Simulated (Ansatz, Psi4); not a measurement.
**Heat of formation of Br2 (bromine) from total energies**

The species is Br2 (2 atoms), meant as a singlet with charge 0. SMILES: `BrBr`. The shape is that of a PBE0-D4/def2-TZVP optimisation.

```xyz
2

Br    0.9730   -0.3254    0.4985
Br   -0.9730    0.3254   -0.4985
```

Total energies at B2PLYP/aug-cc-pVTZ (density fitting for correlation), 18 core orbitals frozen (Psi4 1.11); the atoms run unrestricted:

```
species    state   energy (Eh)
    Br2  singlet  -5147.604892
     Br  doublet  -2573.763094
```

Harmonic wavenumbers at PBE0-D4/def2-TZVP, in cm⁻¹: 334.

Measured heats of formation of the gaseous atoms at 298.15 K, in kJ/mol: Br 111.9. Spin-orbit lowering of the atoms at 298 K (mean of the ground term's levels less their thermal mean, from spectra), in kJ/mol: Br 14.69. Take 1 Eh = 2625.50 kJ/mol, 1 cm⁻¹ = 0.0119627 kJ/mol, RT = 2.479 kJ/mol.

What heat of formation follows?


1. Electronic atomisation energy: 2 × (-2573.763094) − (-5147.604892) = 0.078704 Eh = 206.6 kJ/mol.
2. Zero-point energy: half the sum of the wavenumbers, 167 cm⁻¹ = 2.0 kJ/mol.
3. Thermal vibrational enthalpy, Σ hcν̃/(exp(hcν̃/kT) − 1): 1.0 kJ/mol. Translation, rotation and pV of a linear molecule: 3.5 RT = 8.7 kJ/mol.
4. The 2 free atoms carry 5/2 RT each: 12.4 kJ/mol.
5. Spin-orbit coupling lowers the free atoms by 2 × 14.69 = 29.4 kJ/mol.
6. Atomisation enthalpy at 298 K: 206.6 − 29.4 − 2.0 − 1.0 − 8.7 + 12.4 = 177.9 kJ/mol.
7. Sum of the atoms' heats of formation: 223.8 kJ/mol. Heat of formation: 223.8 − 177.9 = +45.9 kJ/mol.

The tabulated value is +30.9 kJ/mol (Active Thermochemical Tables), so this level is off by +15.0 kJ/mol, or 7.8 % of the atomisation enthalpy that the table implies (192.8 kJ/mol). Relativity is left out. Anharmonicity and any spin-orbit splitting of the molecule are left out, and so is core correlation.
